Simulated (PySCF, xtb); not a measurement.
Cl₃In, SMILES [Cl][In]([Cl])[Cl] (connectivity only; charge and spin as stated), charge -1, multiplicity 2.

Harmonic wavenumbers (cm⁻¹) from xtb with GFN2-xTB at its own minimum, in rising order: 66, 66, 67, 212, 212, 214.

**Question.** What does PBE-D3(BJ)/def2-SVPD (PySCF) give at its own minimum? (An estimate is asked for; the answer gives what the named calculation found.)

**Answer.** 69, 69, 80, 244, 258, 258. Paired by order, the mean absolute difference is 23 cm⁻¹ and the zero-point energies are 1.2 and 1.4 kcal/mol.
